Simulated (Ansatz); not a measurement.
Total energies of B₄P₄H₁₆, a cluster cut from zinc blende BP (hydrogen-capped) from Ansatz at PBE0-D4/def2-TZVP, gas phase (1 Eh = 27.2114 eV = 2625.5 kJ/mol). The reference geometry is relaxed at r2SCAN-D4/def2-SVP.

```tsv
atom	x (Å)	y (Å)	z (Å)
B1	1.1289	1.9120	-0.0812
B2	-1.1704	-0.8912	-1.6657
B3	-1.5890	0.4658	1.4823
B4	1.6298	-1.4868	0.2648
P5	-0.3761	1.9510	1.1516
P6	-2.2646	-0.3477	-0.1512
P7	2.2647	0.3489	0.1491
P8	0.3769	-1.9522	-1.1494
H9	1.8015	2.9108	0.0944
H10	0.6596	1.8397	-1.2010
H11	-1.8571	-1.5490	-2.4251
H12	-0.7404	0.1293	-2.1688
H13	-2.5332	0.8724	2.1333
H14	-0.9430	-0.3903	2.0561
H15	1.0211	-1.5792	1.3138
H16	2.5876	-2.2344	0.1974
H17	-1.1136	3.1085	0.7923
H18	0.0605	2.3609	2.4377
H19	-3.2865	0.4625	-0.7099
H20	-3.0632	-1.4360	0.2853
H21	3.2493	0.4587	-0.8664
H22	3.1004	0.5196	1.2828
H23	1.0781	-2.1899	-2.3595
H24	-0.0212	-3.2833	-0.8627
```

```
                state   geometry  energy (Eh)
     charge 0 singlet  reference  -1473.93962
     charge 1 doublet  reference  -1473.59407
    charge -1 doublet  reference  -1473.89923
free B atom (doublet)          –    -24.61828
free P atom (quartet)          –   -341.13505
free H atom (doublet)          –     -0.50104
```

(1) Work out the vertical ionisation energy to the doublet.

(2) Work out the vertical electron affinity, to the doublet.

(3) Give the fundamental gap IE − EA, the Mulliken electronegativity (IE + EA)/2 and the hardness (IE − EA)/2.

(4) What is the binding energy per atom against free atoms?

(1) E(charge 1 doublet) − E(charge 0 singlet) = -1473.59407 − (-1473.93962) = 0.34555 Eh = 9.40 eV. For comparison, −ε of the highest occupied level is 7.89 eV at this level, 1.51 eV less.

(2) E(charge 0 singlet) − E(charge -1 doublet) = -1473.93962 − (-1473.89923) = -0.04039 Eh = -1.10 eV; negative, so the extra electron isn't bound. The basis lacks diffuse functions, which makes affinities too small.

(3) From the values in Eh: IE − EA = 0.34555 − (-0.04039) = 0.38594 Eh = 10.50 eV; (IE + EA)/2 = 4.15 eV; (IE − EA)/2 = 5.25 eV. The HOMO–LUMO gap of the same run is 7.77 eV, 2.73 eV smaller than the fundamental gap.

(4) Atoms: 4 × (-24.61828) + 4 × (-341.13505) + 16 × (-0.50104) = -1471.02996 Eh. Binding: -1471.02996 − (-1473.93962) = 2.90966 Eh = 79.18 eV, or 3.30 eV for each of 24 atoms (no zero-point energy, no counterpoise term).

At PBE0-D4/def2-TZVP the highest occupied level of the charge -1 doublet lies above zero (up to 2.44 eV). By energy differences it is unbound by 1.10 eV (vertical, against the charge 0 singlet, at PBE0-D4/def2-TZVP) and held by the finite basis.
